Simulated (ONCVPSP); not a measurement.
Ba (Z = 56): excitation energies, all-electron against ONCV

```
Element                 : barium
Generator               : ONCVPSP 4.0.1
Type                    : optimised norm-conserving Vanderbilt (ONCV)
Functional              : LDA (Perdew-Wang 92)
Relativity              : scalar-relativistic
Frozen core             : [Kr] 4d10
Valence charge          : 10
Reference configuration : 5s2 5p6 6s2
Partial waves           : 5s+6s: rc 3.15 bohr, ncon 3, nbas 7, qcut 3.8 1/bohr, 2 projectors; 5p: rc 2.85 bohr, ncon 4, nbas 8, qcut 5.2 1/bohr, local; d scattering state at 0.19 Ha: rc 2.85 bohr, ncon 4, nbas 8, qcut 3.7 1/bohr, 1 projector
Local potential         : the p channel
Core correction         : none
```

In the d channel the program set the typed energies aside and used 0.050 Ha.

Energies are relative to the spin-unpolarised reference configuration 5s2 5p6 6s2; without spin polarisation the order of configurations can differ from experiment.

```csv
valence configuration,charge,ΔE all-electron (eV),error AE − PS (meV)
5s2 5p6 6s1.5,+0.5,2.209,-0.2
5s1 5p6 6s2,+1,38.972,-228
```

(1) What are ΔE and the potential's error for 5s2 5p6 6s0?

(2) What are ΔE and the potential's error for 5s2 5p6 6s1?

Levels in the configuration 5s1 5p6 6s2:

```
level  all-electron (eV)  pseudo (eV)
   5s            -44.376      -44.836
   5p            -28.726      -28.804
   6s             -9.224       -9.244
```

## Answers

(1) ΔE = 15.705 eV all-electron; the error (AE − PS) is -3.2 meV.

(2) ΔE = 5.539 eV all-electron; the error (AE − PS) is -0.7 meV.
